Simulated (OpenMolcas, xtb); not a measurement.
SiCNCl2F (SMILES N#C[Si](F)(Cl)Cl): methods side by side

SiCNCl2F: 6 atoms, total charge 0, spin state singlet. As SMILES, `N#C[Si](F)(Cl)Cl`. The shape is that of a PBE0-D4/def2-TZVP optimisation.

Quantity: the HOMO–LUMO gap, in eV. The values are calculated.

```
         level            kind     program  value (eV)
      GFN2-xTB  semi-empirical         xtb        4.38
    HF/cc-pVDZ    Hartree–Fock  OpenMolcas       16.01
 SVWN5/cc-pVDZ             LDA  OpenMolcas        6.33
  BLYP/cc-pVDZ             GGA  OpenMolcas        6.44
 M06-L/cc-pVDZ        meta-GGA  OpenMolcas        7.11
 B3LYP/cc-pVDZ   global hybrid  OpenMolcas        8.36
 BHLYP/cc-pVDZ   global hybrid  OpenMolcas       11.24
B2PLYP/cc-pVDZ   double hybrid  OpenMolcas       11.53
```

The values span 4.38 to 16.01 eV. Orbital gaps aren't excitation energies, and those of double hybrids come from the SCF part alone; they tend to grow with the share of exact exchange.
